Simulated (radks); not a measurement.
Q: Pt, 78 electrons, occupied as [Xe] 4f14 5d9 6s1. Calculated with a radial shooting solver on a logarithmic mesh with Libxc functionals: Dirac Kohn-Sham, PBEsol, spin-unpolarised, spherical densities, finite nucleus; open shells fill j = l - 1/2 first; Fermi nuclear charge, rms radius 5.427 fm. Some entries of the table are withheld. Estimate them.

| orbital | occ. | eigenvalue (Ry) | <r> (bohr) |
|---|---|---|---|
| 1s1/2 | 2 | -5750.856 | 0.01716 |
| 2s1/2 | 2 | -1009.582 | 0.07172 |
| 2p1/2 | 2 | -968.0032 | 0.05907 |
| 2p3/2 | 4 | -841.0056 | 0.06750 |
| 3s1/2 | 2 | -237.1030 | 0.1866 |
| 3p1/2 | 2 | (1) | 0.1768 |
| 3p3/2 | 4 | (2) | 0.1923 |
| 3d3/2 | 4 | -159.0927 | 0.1676 |
| 3d5/2 | 6 | -153.0738 | 0.1724 |
| 4s1/2 | 2 | -50.91236 | 0.4151 |
| 4p1/2 | 2 | -42.94965 | (3) |
| 4p3/2 | 4 | -36.29505 | (4) |
| 4d3/2 | 4 | -23.21997 | 0.4618 |
| 4d5/2 | 6 | -21.98226 | 0.4731 |
| 5s1/2 | 2 | -7.45876 | 0.9534 |
| 4f5/2 | 6 | -5.27526 | 0.5126 |
| 4f7/2 | 8 | -5.02133 | 0.5200 |
| 5p1/2 | 2 | -4.91567 | 1.035 |
| 5p3/2 | 4 | -3.81491 | 1.136 |
| 5d3/2 | 4 | -0.51127 | 1.650 |
| 6s1/2 | 1 | -0.41845 | 2.915 |
| 5d5/2 | 5 | -0.41363 | 1.740 |
| 6p1/2 | 0 | -0.08564 | 4.429 |

A: 
(1) 3p1/2 eigenvalue (Ry): -218.3592
(2) 3p3/2 eigenvalue (Ry): -190.4461
(3) 4p1/2 <r> (bohr): 0.4180
(4) 4p3/2 <r> (bohr): 0.4519
